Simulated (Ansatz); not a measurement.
GaH3OSSi, SMILES `[O]1[SiH2][S][GaH]1`, 7 atoms. The species carries charge 0 and has multiplicity 1. Correlated methods include outer-core shells of Ga, which these sets cover unevenly. Scalar relativity is left out up to krypton. All runs use 2 threads of an Arm Neoverse V1 on a shared host. Correlated methods freeze the cores.

Problem. How many basis functions does each run have, and how long does it take in Ansatz? RHF-CCSD(T)/def2-SVP energy; direct RPA on PBE orbitals/def2-TZVPP energy; RKS ωB97M-V/def2-SVP energy; RKS ωB97M-V/def2-QZVPP energy; RKS PBE-QIDH (frozen core)/def2-TZVPP energy; RKS PBE0-D4/def2-TZVP relaxation (7 steps); RKS ωB97M-V/def2-TZVPP energy and forces; RHF-CCSD(T)/def2-TZVPP energy; RHF-MP2/def2-QZVPP energy; RKS PBE0-D4/def2-SVP energy; RKS PBE0-D4/def2-TZVPP energy; RKS PBE0-D4/def2-QZVPP energy. (An estimate is asked.)

Solution. Ansatz gave: Other jobs shared the machine, so times are rough.

```tsv
level	job	functions	wall time	peak host memory (GiB)
RKS PBE0-D4/def2-SVP	energy	97	2.2 s	0.2
RKS PBE0-D4/def2-TZVPP	energy	205	5.5 s	0.61
RHF-CCSD(T)/def2-SVP	energy	97	6 s	0.31
direct RPA on PBE orbitals/def2-TZVPP	energy	205	7.5 s	0.46
RKS PBE-QIDH (frozen core)/def2-TZVPP	energy	205	9 s	0.49
RKS ωB97M-V/def2-SVP	energy	97	10 s	0.3
RKS PBE0-D4/def2-QZVPP	energy	376	17 s	1.3
RKS ωB97M-V/def2-TZVPP	energy and forces	205	20 s	0.78
RHF-MP2/def2-QZVPP	energy	376	29 s	1.8
RKS ωB97M-V/def2-QZVPP	energy	376	35 s	1.5
RKS PBE0-D4/def2-TZVP	relaxation (7 steps)	171	47 s	0.48
RHF-CCSD(T)/def2-TZVPP	energy	205	2.2 min	2.5
```
